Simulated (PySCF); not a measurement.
PySCF input for Si(H)(NHSiH3)(Me)2 (C2H11NSi2), SMILES C[SiH](C)N[SiH3], PBE0/pcSseg-1. Geometry optimised at B3LYP-D3(BJ)/def2-SVP. The values are those of a single conformer.

```python
import numpy as np
from pyscf import gto, scf, dft
from pyscf.prop.nmr import rks as nmr

mol = gto.M(
    atom='''
    Si   -0.85827381   -0.03552873   -0.60864000
    C    -1.91132686    1.52273529   -0.54822095
    C    -1.29555234   -1.20809686    0.79455225
    N     0.84071849    0.36815772   -0.45122161
    Si    2.04278628   -0.28844903    0.62534379
    H    -1.11936623   -0.71460211   -1.91889264
    H    -2.97969893    1.28294170   -0.67920057
    H    -1.62854591    2.22674262   -1.34844169
    H    -1.78799225    2.04057845    0.41686071
    H    -2.35258764   -1.51124480    0.72275979
    H    -0.68402537   -2.12458452    0.76548566
    H    -1.14673440   -0.72804431    1.77527652
    H     1.20782017    1.02118105   -1.14000056
    H     2.30060103   -1.74602928    0.40861572
    H     3.31405521    0.45517029    0.38665308
    H     1.64954577   -0.13135509    2.05759446
    ''',
    basis='pcSseg-1',
    charge=0,
    spin=0,
    max_memory=1600,
    verbose=3,
)
mf = dft.RKS(mol, xc='pbe0')
mf.grids.level = 3
mf.conv_tol = 1e-10
mf.max_cycle = 100
mf.kernel()
n = nmr.NMR(mf)
n.verbose = 2
n.max_cycle_cphf = 60
sigma = n.kernel()
print('atom   isotropic/ppm   span/ppm')
for i, s in enumerate(sigma):
    w = np.linalg.eigvalsh((s + s.T) / 2)
    print(f'{mol.atom_symbol(i):2s}{i + 1:3d} {w.mean():14.3f} {w[2] - w[0]:11.3f}')
```

Log of the run:

```
converged SCF energy = -716.179531543299
atom   isotropic/ppm   span/ppm
Si  1        359.405      71.504
C   2        181.801      17.314
C   3        187.978       6.267
N   4        259.736      56.913
Si  5        408.995     108.603
H   6         26.359       8.253
H   7         31.252      11.527
H   8         30.951      10.679
H   9         31.047       9.417
H  10         31.137      11.852
H  11         30.695      11.223
H  12         30.821       9.343
H  13         31.778      21.279
H  14         26.604       8.841
H  15         26.698       8.569
H  16         26.642       8.357
```

The run converged.

Cost: roughly 100 core-seconds.
